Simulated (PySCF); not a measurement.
Correlation energy of V²⁺ (vanadium, charge +2)

[Ar] 3d2 4s1, high-spin 4F determinant (an excited configuration). Calculation: PySCF 2.14, in ANO-RCC-VTZP (6s5p3d2f1g, 59 functions); scalar relativity by spin-free X2C-1e. Frozen: [Ar]; 3 electrons correlated.

MP2 pair energies summed by pair of shells (mhartree):

```tsv
pair	energy	share (%)
3d-4s	-5.58	55.2
3d-3d	-4.53	44.8
```

Total MP2 correlation energy: -10.11 mhartree.

Same-spin part -10.11 and opposite-spin part 0.00 mhartree; SCS-MP2 scales them by 1/3 and 6/5 to -3.37 mhartree.
